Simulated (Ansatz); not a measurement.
`[F][GeH2][SiH2]Cl` → `F[SiH](Cl)[GeH3]`  (isomerisation)

Calculated with Ansatz (gas phase, PBE0-D4/def2-TZVP geometries, no zero-point term in ΔE). CBS: MP2 limit from def2 TZ/QZ plus the TZ coupled-cluster correction, frozen cores. Functionals use def2-TZVPP. For Ge outer-core shells are correlated without core-valence functions, which leaves a few kJ/mol of doubt a bond. Scalar relativity is left out up to krypton. One conformer a species, not always the lowest.

CCSD(T)/CBS gives -93.0 kJ/mol.

Question: Another level gave -85.4 kJ/mol. Which?
A. LDA (SPW92)/def2-TZVPP
B. RPA@PBE/def2-TZVPP
C. revPBE/def2-TZVPP
D. CCSD/def2-TZVPP

Answer: B. RPA@PBE/def2-TZVPP -85.4, CCSD/def2-TZVPP -89.9, LDA (SPW92) -96.5, revPBE -80.1 kJ/mol.

Question: What do rigid-rotor, harmonic-oscillator terms from PBE0-D4/def2-TZVP frequencies (298.15 K, 1 bar) make of the CCSD(T)/CBS value? (Estimate.)

Answer: Ansatz gave: ΔZPE = -0.2 kJ/mol, ΔH = -93.0 kJ/mol, ΔS = -3 J/(mol·K), ΔG = -92.0 kJ/mol. Modes under 50 cm⁻¹ make the entropy rough.

Largest T1 diagnostic among the species: 0.012.

At CCSD(T), def2-SVP lies +16.6 kJ/mol from the extrapolated value and def2-TZVPP +3.2 kJ/mol. From PBE to PBE0 (25 % exact exchange), in def2-TZVPP and without D4, ΔE moves by −3.0 kJ/mol. Leaving LDA and LC-ωPBE aside and taking each functional with its dispersion term where it has one, the values, not all of them listed here, spread over 10.3 kJ/mol, from r2SCAN0-D4 to revPBE-D4. LDA lies −12.5 kJ/mol from PBE without D4.
